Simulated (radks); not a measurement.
Results of a calculation; reference values are marked as such.
Problem. These are the eigenvalues of the occupied orbitals of an atom or ion with whole-number occupations (eV). Code: a radial shooting solver on a logarithmic mesh with Libxc functionals. Model: Dirac Kohn-Sham, PBEsol, spin-unpolarised, spherical densities, finite nucleus; Fermi nuclear charge, rms radius of each element as measured or else 0.836 A^(1/3) + 0.57 fm.

1s1/2: -7672.337
2s1/2: -988.1975
2p1/2: -869.3685
2p3/2: -854.5790
3s1/2: -186.2685
3p1/2: -150.1971
3p3/2: -148.1606
3d3/2: -89.1262

Which element is it, and in what charge state? The configuration may be excited. Open shells, if any, fill j = l - 1/2 first.

Solution. Z = 27, cobalt, charge +5: Co5+ in [Ar] 3d4. The list shows which subshells hold electrons but not how many an open one holds; the 1s level, -281.95 hartree, gives Z - s = 23.7 by -(Z - s)^2/2, which with screening and relativity narrows Z to a few neighbours, and the depths of the outer levels then fix element, charge and occupations together.
